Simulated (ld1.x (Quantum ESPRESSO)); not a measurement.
# chromium, TM: configuration errors across variants

* Element: Cr
* Generator: ld1.x (Quantum ESPRESSO) 7.5
* Type: norm-conserving Troullier–Martins (Kleinman–Bylander form)
* Functional: PW91
* Relativity: scalar-relativistic
* Frozen core: [Ar]
* Valence charge: 6
* Reference configuration: 3d5 4s0.75 4p0 (charge +0.25)
* Partial waves: 4s (bound): rc 2.50 bohr; 4p (bound, empty): rc 3.20 bohr; 3d (bound): rc 1.60 bohr; 4f channel at 0.05 Ry: rc 3.30 bohr
* Local potential: the f channel
* Core correction: a·sin(br)/r model core inside 1.00 bohr

All-electron excitation energies from the reference (eV): (1) 3d5 4s1 4p0 -1.185; (2) 3d5 4s0 4p0 5.750; (3) 3d4 4s0 4p0 21.876; (4) 3d5 4s0.5 4p0 1.542; (5) 3d4 4s2 4p0 -1.268; (6) 3d6 4s0 4p0 0.533; (7) 3d3 4s0 4p0 52.724.

2 further variants failed, have other tests or another functional or relativity, and are left out.

Errors AE − PS in meV (a dash: test not solved or not reliable):

```tsv
change	(1)	(2)	(3)	(4)	(5)	(6)	(7)	bound ghosts
base	-0.8	-13	-94	-1.3	-149	-37	-854	none
wave 4f channel at 0.05 Ry: rc 3.30 bohr becomes 4f channel at 0.05 Ry: rc 3.52 bohr	-0.8	-13	-100	-1.3	-156	-39	-893	none
wave 3d (bound): rc 1.60 bohr becomes 3d (bound): rc 2.18 bohr	-0.3	-6.6	-86	-0.8	-81	-28	-532	none
wave 4p (bound): rc 3.20 bohr becomes 4p (bound): rc 3.34 bohr	-0.8	-13	-94	-1.3	-149	-37	-854	none
wave 4s (bound): rc 2.50 bohr becomes 4s (bound): rc 3.30 bohr	-0.5	-11	-135	-1.0	-75	-22	-963	none
all radii but the core radius scaled by about 0.81 (s 2.04, p 2.60, d 1.30, f 2.68 bohr)	-0.8	-12	-87	-1.3	-116	-31	-836	none
local potential the s channel	-0.9	-13	-241	-1.4	-253	-81	-1440	none
core correction a·sin(br)/r model core inside 1.36 bohr	-0.8	-12	-92	-1.3	-142	-36	-814	none
```

(1) Give the same row for: wave 4f channel at 0.05 Ry: rc 3.30 bohr becomes 4f channel at 1.73 Ry: rc 3.30 bohr.

Results:

(1) -0.8, -13, -76, -1.4, -130, -32, -746; bound ghosts: none.
